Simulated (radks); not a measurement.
Values are calculated unless marked as measured or tabulated.
Question: Ionisation of As30+, [He] 2s1, to As31+, [He], under several functionals. Scalar-relativistic Kohn-Sham, spin-polarised, spherical densities, finite nucleus; open shells are filled with parallel spins first; a radial shooting solver on a logarithmic mesh with Libxc functionals. Known Delta-SCF values: RPBE 3417.3 eV. What does TASK exchange with Perdew-Wang LDA correlation give, and what is its highest occupied eigenvalue?

Answer: 3404.2 eV by Delta-SCF; the 2s eigenvalue is -3366.9 eV. NIST: 3411.6 eV (theoretical).
